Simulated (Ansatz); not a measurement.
Consider the formal exchange of groups at the Si–N bond: `C=N[SiH2]S` + `C[SeH]` → `S[SiH2]C[SeH]` + `C=N`.

Isolated molecules relaxed with PBE0-D4/def2-TZVP in Ansatz; ΔE leaves out vibrations. CBS: MP2 limit from def2 TZ/QZ plus the TZ coupled-cluster correction, frozen cores. This one scheme is used for every species. Functionals use def2-TZVPP. B3LYP here is the variant with VWN-RPA as its local correlation; programs differ in this. For Se outer-core shells are correlated without core-valence functions, which leaves a few kJ/mol of doubt a bond. Scalar relativity is left out up to krypton. One conformer a species, not always the lowest.

Q: Is it downhill or uphill in electronic energy at CCSD(T)/CBS, and by how much? (An estimate is asked.)

A: The calculation gave: Uphill: ΔE = +39.0 kJ/mol.

Q: What do these levels give: r2SCAN-D4, PBE0-D4, B3LYP-D4, ωB97M-V, B2PLYP, PBE, B3LYP, HF/def2-TZVPP, SCS-MP2/def2-TZVPP, HF/def2-QZVPP, SCS-MP2/def2-QZVPP, HF/CBS(def2)? (Best estimate.)

A: Ansatz gave: r2SCAN-D4 44.2, PBE0-D4 39.6, B3LYP-D4 46.0, ωB97M-V 42.0, B2PLYP 47.2, PBE 40.8, B3LYP 49.6, HF/def2-TZVPP 56.0, SCS-MP2/def2-TZVPP 43.6, HF/def2-QZVPP 56.8, SCS-MP2/def2-QZVPP 43.8, HF/CBS(def2) 56.9 kJ/mol.

Largest T1 diagnostic among the species: 0.013.

The D4 term adds −3.6 kJ/mol with B3LYP and −2.0 kJ/mol with PBE0; it sums over pairs of atoms, weighted by their polarisabilities, and B3LYP, whose exchange is more repulsive, gets the larger term. In def2-TZVPP, CCSD(T) changes the Hartree–Fock value by −16.7 kJ/mol (the triples alone add −1.6 kJ/mol) and MP2 by −14.3 kJ/mol.
